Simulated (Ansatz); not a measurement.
One change: `OC(F)[SiH3]` becomes `OC([SiH3])N[SiH3]`.

Ansatz, PBE0-D4/def2-TZVP geometries, multiplicity 1. Each molecule was computed in one conformer, which needn't be the lowest.

```json
{"property": "HOMO energy (ωB97M-V/def2-TZVPP) / eV", "`OC(F)[SiH3]`": "-10.82"}
{"property": "LUMO energy (PBE/def2-TZVPP) / eV", "`OC(F)[SiH3]`": "-0.37"}
{"property": "size of the dipole moment (ωB97M-V/def2-TZVPP) / D", "`OC(F)[SiH3]`": "1.75"}
{"property": "HOMO energy (PBE0/def2-TZVPP) / eV", "`OC(F)[SiH3]`": "-8.50"}
{"property": "HOMO–LUMO gap (PBE0/def2-TZVPP) / eV", "`OC(F)[SiH3]`": "8.98"}
{"property": "size of the dipole moment (B3LYP/def2-TZVPP) / D", "`OC(F)[SiH3]`": "1.75"}
```

Q: Give the same properties after the change, and the shifts. (Best estimate.)

A: The calculation gave: 
```json
{"property": "HOMO energy (ωB97M-V/def2-TZVPP) / eV", "`OC([SiH3])N[SiH3]`": "-9.34", "shift": "1.48"}
{"property": "LUMO energy (PBE/def2-TZVPP) / eV", "`OC([SiH3])N[SiH3]`": "-0.73", "shift": "-0.36"}
{"property": "size of the dipole moment (ωB97M-V/def2-TZVPP) / D", "`OC([SiH3])N[SiH3]`": "1.05", "shift": "-0.70"}
{"property": "HOMO energy (PBE0/def2-TZVPP) / eV", "`OC([SiH3])N[SiH3]`": "-7.06", "shift": "1.44"}
{"property": "HOMO–LUMO gap (PBE0/def2-TZVPP) / eV", "`OC([SiH3])N[SiH3]`": "7.17", "shift": "-1.81"}
{"property": "size of the dipole moment (B3LYP/def2-TZVPP) / D", "`OC([SiH3])N[SiH3]`": "1.08", "shift": "-0.67"}
```

With PBE0 the HOMO rises by 1.44 eV and the LUMO falls by 0.38 eV, so the gap narrows by about 1.82 eV. PBE moves the HOMO by 1.21 eV and ωB97M-V by 1.48 eV. Dipoles are sizes alone; their direction can turn.

B3LYP here is the variant with VWN-RPA as its local correlation; programs differ in this.
